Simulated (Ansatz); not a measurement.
Two structures of ZnHBrCl$_{2}$, singlet, reached by relaxing down either side of one saddle point (PBE0-D4/def2-TZVP). Energies are electronic, without zero-point energy. Program: Ansatz 0.2.0. Basis: def2-TZVPP and def2-QZVPP. Cores are frozen in the correlated methods. The 3s and 3p shells of Cu and Zn are frozen; filled d shells are correlated. The def2 sets are not built for correlating such inner shells, so the correlated values are less sure here. Extrapolation: Hartree–Fock as exp(−7.88 √X), correlation as X^−2.97. First:

```
5
angstrom
Zn -0.7298 0.5291 -0.4916
Cl 0.3894 2.0988 0.3836
Cl -2.1801 -0.5455 -1.5771
H 1.6559 -0.5335 1.1500
Br 0.8646 -1.5489 0.5351
```

Second:

```json
{"atom": "Zn1", "x (Å)": "-0.5954", "y (Å)": "-0.6324", "z (Å)": "-0.4558"}
{"atom": "Cl2", "x (Å)": "0.5241", "y (Å)": "1.6490", "z (Å)": "0.4556"}
{"atom": "Cl3", "x (Å)": "-2.2289", "y (Å)": "0.0774", "z (Å)": "-1.5790"}
{"atom": "H4", "x (Å)": "1.3819", "y (Å)": "0.8788", "z (Å)": "1.0295"}
{"atom": "Br5", "x (Å)": "0.9182", "y (Å)": "-1.9729", "z (Å)": "0.5497"}
```

Q: Which bonds change from the first to the second?

A: ZnCl₂ + HBr → ZnBrCl + HCl (still joined by a long Zn–Cl bond); bonds formed: Cl2–H4; dative contacts that become bonds: Zn1–Br5; bonds broken: H4–Br5; bonds weakened to dative contacts: Zn1–Cl2.

Q: Give the saddle point's structure and its height above each. (Judge from chemistry; the value comes from the calculation.)

A: Computed: 0.308 eV above the first and 0.462 eV above the second (CCSD(T) at an estimated basis limit (MP2 extrapolated from triple and quadruple zeta, plus CCSD(T) − MP2 in triple zeta)).
| atom | x (Å) | y (Å) | z (Å) |
| --- | --- | --- | --- |
| Zn1 | -0.6083 | 0.0291 | -0.4322 |
| Cl2 | 0.6574 | 1.6393 | 0.5519 |
| Cl3 | -2.3016 | -0.2758 | -1.6486 |
| H4 | 1.2184 | 0.1138 | 0.8722 |
| Br5 | 1.0340 | -1.5064 | 0.6566 |

T1 diagnostic: at most 0.011.

For scale, one of the runs: CCSD(T)/def2-TZVPP, 210 basis functions, launched by `ansatz run in.yaml --threads 8 --pin off --events-out ev --progress --plain --max-ram 19148MiB`. The run took 81 s on 8 CPU threads of an Intel Xeon (shared host), with 2.8 GiB of host memory at its peak.
